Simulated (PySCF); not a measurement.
Gas-phase reaction: HfO2 + 3 HCl + HOCl ⇌ HfCl4.H2O + 2 OH, at 2000 K and a standard pressure of 1 bar. Level: MP2/def2-SVP†.

Energies from PySCF, thermal terms from the rigid-rotor harmonic-oscillator model, ideal gas at 1 bar. † marks an energy on the PBE0/def2-TZVP geometry and frequencies. MP2 freezes the core. Open shells (unrestricted): OH (multiplicity 2, electronic degeneracy 4); the rest are closed-shell singlets. Spin-orbit splitting is ignored; it lowers the true energy and changes the entropy of OH. Hf: scalar-relativistic def2 core potential, no spin-orbit coupling. Adducts (HfCl4.H2O) have no counterpoise correction, and HF, PBE, BLYP, B3LYP and PBE0 lack dispersion. HfCl4.H2O: computed as isolated molecules; such fragments, hydroxides, amides, oligomers or adducts are transient or little studied in the gas. MP2 isn't extrapolated to the basis-set limit; its ΔH°(298 K) is -552.0 kJ in def2-SVP and -518.0 kJ in def2-TZVPP. The harmonic model lacks anharmonicity and excited electronic states, which grow with temperature; levels with a mode under 35 cm⁻¹ are left out. Soft modes under 120 cm⁻¹ make the harmonic entropy rough for HfCl4.H2O.

| species | E (Ha) | H(2000 K) − E (kJ/mol) | S°(2000 K) (J/mol/K) |
|---|---|---|---|
| HfO2 | -197.67645 | 117.6 | 377.6 |
| HCl | -460.08324 | 80.8 | 245.6 |
| HOCl | -534.98163 | 127.3 | 323.0 |
| HfCl4.H2O | -1962.17904 | 387.5 | 751.6 |
| OH | -75.47362 | 83.9 | 241.6 |
E: electronic energy; H − E holds the zero-point and thermal terms. 1 Ha = 2625.5 kJ/mol.

Task: Work out ΔH°, ΔS°, ΔG° and log10 K from these numbers.

Result: 1. ΔE = 1×(-1962.17904) + 2×(-75.47362) − 1×(-197.67645) − 3×(-460.08324) − 1×(-534.98163) = -0.21848 Ha = -573.6 kJ.
2. Δ(H − E) = 1×(387.5) + 2×(83.9) − 1×(117.6) − 3×(80.8) − 1×(127.3) = 68.0 kJ, so ΔH° = -505.6 kJ.
3. ΔS° = 1×(751.6) + 2×(241.6) − 1×(377.6) − 3×(245.6) − 1×(323.0) = -202.6 J/K; the number of gas molecules changes by -2.
4. ΔG° = ΔH° − TΔS° = -505.6 − 2000×(-202.6)/1000 = -100.4 kJ.
5. log10 K = −ΔG°/(RT ln 10) = 2.62, with RT ln 10 = 38.29 kJ/mol; at standard pressures the products are favoured.
6. A shift of 10 kJ in ΔE would move log10 K by 0.26 here.
7. Lowering the total pressure from 1 bar to 0.01 bar multiplies the mole-fraction quotient K_x = K (p/p°)^(−Δn) by 10^-4, which pushes the balance towards the reactants.
For scale, ΔH°(298 K) is -552 kJ at this level, -586 kJ at ωB97M-V/def2-TZVP†, and runs from -885 to -436 kJ over the 16 levels computed.
